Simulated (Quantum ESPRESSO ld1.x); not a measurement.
Isoelectronic series with 34 electrons, each ion in its NIST ground configuration. All-electron calculation, Dirac Kohn-Sham, PW91, spin-unpolarised, spherical densities, point nucleus; open shells are shared between the two j in proportion to 2j + 1. Program: ld1.x of Quantum ESPRESSO 7.5. Total energies (hartree) and orbital eigenvalues (eV):

ion,configuration,E (hartree),4p3/2,4p1/2
Sr4+,[Ar] 3d10 4s2 4p4,-3176.08,-64.251,-65.656
Nb7+,[Ar] 3d10 4s2 4p4,-3807.68,-129.364,-132.049
Ru10+,[Ar] 3d10 4s2 4p4,-4502.08,-211.326,-215.857
Ag13+,[Ar] 3d10 4s2 4p4,-5260.13,-309.621,-316.705
Sn16+,[Ar] 3d10 4s2 4p4,-6082.79,-424.014,-434.521
I19+,[Ar] 3d10 4s2 4p4,-6971.21,-554.399,-569.380
Ba22+,[Ar] 3d10 4s2 4p4,-7926.65,-700.740,-721.452
Pr25+,[Ar] 3d10 4s2 4p4,-8950.53,-863.041,-890.977
Sm28+,[Ar] 3d10 4s2 4p4,-10044.46,-1041.335,-1078.254
Tb31+,[Ar] 3d10 4s2 4p4,-11210.20,-1235.677,-1283.635
Er34+,[Ar] 3d10 4s2 4p4,-12449.74,-1446.138,-1507.531
W40+,[Ar] 3d10 4s2 4p4,-15159.38,-1915.767,-2012.805
Ir43+,[Ar] 3d10 4s2 4p4,-16634.76,-2175.139,-2295.316
Hg46+,[Ar] 3d10 4s2 4p4,-18194.61,-2451.036,-2598.627

Estimate the row of Lu37+ ([Ar] 3d10 4s2 4p4).

Answer. E (hartree) -13765.31; 4p3/2 -1672.803; 4p1/2 -1750.410.
